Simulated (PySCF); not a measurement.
Vertical excitations of a molecule H8N2Si2 from TDDFT-PBE/def2-SVPD run with PySCF, as energy in eV (oscillator strength): 4.87 (0.008), 5.17 (0.006), 5.53 (0.006), 5.86 (0.010), 6.13 (0.009), 6.16 (0.016), 6.19 (0.009), 6.44 (0.012), 6.53 (0.023), 6.67 (0.005). Lowest triplet (TDA): 4.66 eV. The structure is a stationary point at PBE0-D3(BJ)/def2-SVP. One conformer was computed; it need not be the lowest.

Q: Which structure fits?
(A) N[SiH2]N[SiH3]
(B) N[SiH2][SiH2]N
(C) N[SiH](N)[SiH3]

A: B, N[SiH2][SiH2]N
